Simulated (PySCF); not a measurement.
# Zn: excitation energy

Zn [Ar] 3d10 4s2 (1S) → Zn [Ar] 3d10 4s1 4d1 (3D), as a difference of total energies. Computed with PySCF 2.14 in x2c-TZVPPall with one added diffuse shell each of s, p, d, f type (7s6p5d3f1g, 80 functions), with scalar relativity by spin-free X2C-1e. Correlated levels: valence: [Ar] frozen. The calculations carry no spin-orbit coupling.

| method | excitation energy (eV) |
| --- | --- |
| UHF | 6.835 |
| MP2 (valence) | 8.180 |
| SCS-MP2 (valence) | 8.222 |
| CCSD (valence) | 8.173 |
| CCSD(T) (valence) | 8.297 |

**Question.** How much does correlation contribute at CCSD(T) (valence)?

**Answer.** 8.297 − (6.835) = 1.462 eV, measured against UHF.

Errors of the correlated levels include the incompleteness of this basis and the frozen core.

The promoted electron is Rydberg-like, and one or two diffuse shells describe it only roughly, which tends to raise the upper state.

For comparison: 7.783 eV (measured; NIST levels, between the centres of gravity of the two terms).
